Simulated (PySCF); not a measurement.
System: C6H11, net charge 0, doublet state. It need not be the lowest isomer of its formula. 
Geometry from a B3LYP-D3(BJ)/def2-TZVP (Ansatz) optimisation:
SMILES: [CH](/C=C\CC)C
```xyz
17

C      2.8104    -0.0403    -0.5885
C      1.3827    -0.2140    -0.1991
C      0.6158     0.7770     0.3801
C     -0.7103     0.6857     0.7704
C     -1.5803    -0.5181     0.6081
C     -2.4109    -0.4755    -0.6855
H      3.4588    -0.7527    -0.0659
H      2.9601    -0.2203    -1.6590
H      3.1673     0.9660    -0.3635
H      0.9390    -1.1851    -0.3898
H      1.1043     1.7348     0.5445
H     -1.1771     1.5745     1.1803
H     -2.2612    -0.5898     1.4615
H     -0.9779    -1.4293     0.6166
H     -3.0484     0.4103    -0.7110
H     -1.7587    -0.4409    -1.5594
H     -3.0514    -1.3563    -0.7681
```
Charge 0, spin multiplicity 2.

Dispersion corrections to the total energy (kcal/mol) from the dftd3 and dftd4 libraries through PySCF: D3(BJ) without and D4 with the three-body term, each with the damping fitted for the functional named.

| functional | D3(BJ) | D4 |
|---|---|---|
| HF | -61.15 | -27.81 |
| BLYP | (withheld) | -16.61 |
| revPBE | -20.80 | -25.55 |
| TPSS | -10.08 | -10.13 |
| B2GP-PLYP | -4.29 | -3.18 |
| r2SCAN | -2.39 | (withheld) |
| CAM-B3LYP | -6.05 | (withheld) |

**Question.** Fill in the missing entries.

**Answer.** 
- BLYP, D3(BJ): -16.62
- r2SCAN, D4: -2.03
- CAM-B3LYP, D4: -6.32
